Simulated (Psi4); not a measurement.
FS (SMILES F[S]), doublet, at a GFN2-xTB geometry, with bond 1-2 at 1.3 times its length. Base run: PBE/def2-TZVP run with Psi4.

Input for Psi4:
```
memory 2 GB

molecule {
0 2
  S     0.00000000    0.00000000   -1.07348416
  F     0.00000000    0.00000000    1.04095434
}

set basis def2-tzvp
set reference uks

energy('pbe')
print_variables()
```

The base run was repeated with changes; each row names its change, and settings that it needs were set with it.

| change | ΔE vs base (mEh) | SCF cycles | grid points | basis functions |
|---|---|---|---|---|
| base | 0.000 | 11 | 42985 | 68 |
| dft_spherical_points = 434 | 0.007 | 11 | 61741 | 68 |
| damping_percentage = 50 | -0.002 | 92 | 42985 | 68 |
| scf_type = dfdirj+cosx | 0.000 | 12 | 42985 | 68 |
| diis_max_vecs = 3 | 0.000 | 16 | 42985 | 68 |
| dft_spherical_points = 110 | -0.258 | 11 | 15733 | 68 |
| cholesky_tolerance = 1e-3 (with scf_type cd) | -0.574 | 11 | 42985 | 68 |
| scf_type = direct | 0.034 | 15 | 42985 | 68 |
| df_basis_scf = def2-universal-jkfit | 0.000 | 11 | 42985 | 68 |
| dft_radial_scheme = mura | -0.001 | 11 | 43793 | 68 |
| guess = huckel | 0.000 | 13 | 42985 | 68 |
| dft_radial_points = 50 | 0.002 | 11 | 29069 | 68 |
| basis_guess = sto-3g | 0.000 | 12 | 42985 | 68 |

Open shells are given as the SCF converged; they aren't shown to be the lowest states, and a large step between rows can be another state.
